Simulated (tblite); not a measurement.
Species: C6H5ClO2.
Z-matrix (Å and degrees, GFN2-xTB geometry), rows numbered from 1:
```
C 
C   1  1.4870
C   2  1.3733  1  127.73
O   3  1.3317  2  111.66  1  -179.92
C   4  1.3501  3  107.10  2    -0.01
C   5  1.4404  4  121.67  3  -180.00
O   6  1.1921  5  127.29  4   179.15
Cl  6  1.7702  5  112.15  4    -0.92
C   5  1.3813  4  109.75  3    -0.00
H   1  1.0862  2  110.39  3     0.96
H   1  1.0885  2  110.27  3   121.50
H   1  1.0885  2  110.33  3  -119.48
H   3  1.0732  2  131.04  1     0.21
H   9  1.0705  2  127.73  1     0.01
```

Calculated harmonic vibrations of the isolated species, GFN2-xTB (tblite), most abundant isotopes, no scaling. This tight-binding method is rough: wavenumbers can miss measured ones by several per cent, in bad cases by 10 to 20. One conformer, not necessarily the lowest.

Harmonic wavenumbers (cm⁻¹): 54.7, 66.0, 121.3, 137.6, 261.2, 290.8, 356.5, 427.0, 537.5, 557.8, 596.1, 664.1, 669.4, 780.0, 782.1, 845.0, 974.7, 997.7, 1009.1, 1039.1, 1111.9, 1137.8, 1240.4, 1295.1, 1374.6, 1402.5, 1469.1, 1470.3, 1475.9, 1586.5, 1786.7, 3020.6, 3032.3, 3058.8, 3162.1, 3194.0.

A = 3735, B = 812.4, C = 670.0 MHz; mass 143.998 u (most abundant isotopes); point group Cs, symmetry number 1.

Problem. What is the zero-point energy?

Solution. ½Σν̃ = 20993 cm⁻¹ = 251.13 kJ/mol.

Problem. Give the ideal-gas entropy at 200 K and 1 bar in the rigid-rotor, harmonic-oscillator model (classical rotation).

Solution. Translation 162.54, rotation 118.23, vibration 64.82: S = 345.6 J/(mol K).

Problem. And Cp and H(200 K) − H(0)?

Solution. Cp = 101.27 J/(mol K), of which vibrations give 68.01 (their classical limit is 36 R = 299.3); H(200 K) − H(0) = 13.61 kJ/mol without the zero-point energy, 6.96 from vibrations.

Problem. Which modes carry the vibrational entropy at 200 K?

Solution. 54.7 cm⁻¹: 16.12; 66.0 cm⁻¹: 14.59; 121.3 cm⁻¹: 9.71; 137.6 cm⁻¹: 8.73; 261.2 cm⁻¹: 4.19; 290.8 cm⁻¹: 3.54 J/(mol K); the other 30 give 7.94 together.

Problem. What must be added to the electronic energy to get the Gibbs energy at 200 K and 1 bar?

Solution. ZPE + [H(200 K) − H(0)] − T·S = 251.13 + 13.61 − 69.12 = 195.62 kJ/mol.

Problem. How do the functions run with temperature in this model?

Solution. 
| T (K) | S (J/(mol K)) | Cp (J/(mol K)) | H − H(0) (kJ/mol) | G − H(0) (kJ/mol) | ln q(vib) |
| --- | --- | --- | --- | --- | --- |
| 50 | 246.2 | 52.6 | 2.05 | -10.26 | 0.45 |
| 100 | 288.0 | 69.2 | 5.11 | -23.68 | 1.49 |
| 298.15 | 392.2 | 134.3 | 25.18 | -91.76 | 5.65 |
| 373.15 | 424.9 | 158.1 | 36.16 | -122.41 | 7.19 |
| 500 | 476.1 | 191.9 | 58.45 | -179.62 | 9.77 |
| 750 | 563.2 | 236.9 | 112.54 | -309.89 | 14.64 |
| 1000 | 635.4 | 264.3 | 175.45 | -460.00 | 19.12 |

q(vib) and H(0) count from the zero-point level.

Problem. Blend soft modes into free rotors: weight 1/[1 + (100 cm⁻¹/ν̃)⁴] for the oscillator and the rest for a rotor with moment μB/(μ + B), μ = h/(8π²ν), B = 10⁻⁴⁴ kg m². What vibrational entropy results?

Solution. 59.69 J/(mol K) in place of 64.82, which changes −T·S at 200 K by +1.03 kJ/mol.

Hindered rotation and anharmonicity are outside this model. Other conformers, if any are populated, would add a mixing term that is left out.
